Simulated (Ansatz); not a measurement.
Bond stretch in SeH (cation, charge +1), lowest triplet found (which spin is the ground state isn't settled by this scan).

Levels of theory: ROCCSD = CCSD on ROHF/cc-pVTZ, cores with 3d frozen in Ansatz (a first-principles code); UMP2 = MP2 on UHF/cc-pVTZ, cores with 3d frozen (Ansatz); ROMP2 = MP2 on ROHF/cc-pVTZ, cores with 3d frozen (Ansatz).

Energies are in kJ/mol, each relative to the lowest point of its own curve between 1.25 and 1.79 Å, where full CI is lowest.

| R / Å | ROCCSD | UMP2 | ROMP2 |
|---|---|---|---|
| 1.09 | 320.2 | 316.7 | 316.1 |
| 1.17 | 174.4 | 171.4 | 170.8 |
| 1.25 | 83.9 | 81.5 | 81.0 |
| 1.32 | 36.7 | 35.0 | 34.6 |
| 1.36 | 19.8 | 18.4 | 18.1 |
| 1.44 | 2.2 | 1.8 | 1.7 |
| 1.47 | 0.0 | 0.0 | 0.0 |
| 1.54 | 2.0 | 3.0 | 3.3 |
| 1.57 | 5.2 | 6.8 | 7.1 |
| 1.63 | 15.1 | 17.7 | 18.3 |
| 1.70 | 30.7 | 34.8 | 35.7 |
| 1.79 | 54.9 | 62.3 | 62.6 |
| 1.92 | 93.8 | 112.0 | 105.9 |
| 2.03 | 127.2 | 152.8 | 143.8 |
| 2.22 | 180.8 | 201.7 | 206.8 |
| 2.40 | 223.4 | 229.4 | 260.5 |
| 2.68 | — | 253.3 | — |
| 3.00 | — | 266.8 | — |
| 3.32 | — | 273.1 | — |
| 3.79 | — | 277.0 | — |
| 4.40 | — | 278.5 | — |
| 5.14 | — | 279.1 | — |

A dash means that the run gave no value there, or that the column was ended at a point which the program doubted or which failed a test of continuity chosen for this set; such a test can also cut sound points.

The T1 diagnostic of CCSD on the restricted reference of ROCCSD, ROMP2 exceeds 0.045 at 2.22 to 3.00 Å. The unrestricted determinant behind UMP2 is spin-contaminated at 1.92 to 5.14 Å (<S²> up to 3.0, against 2.00 for a pure triplet).
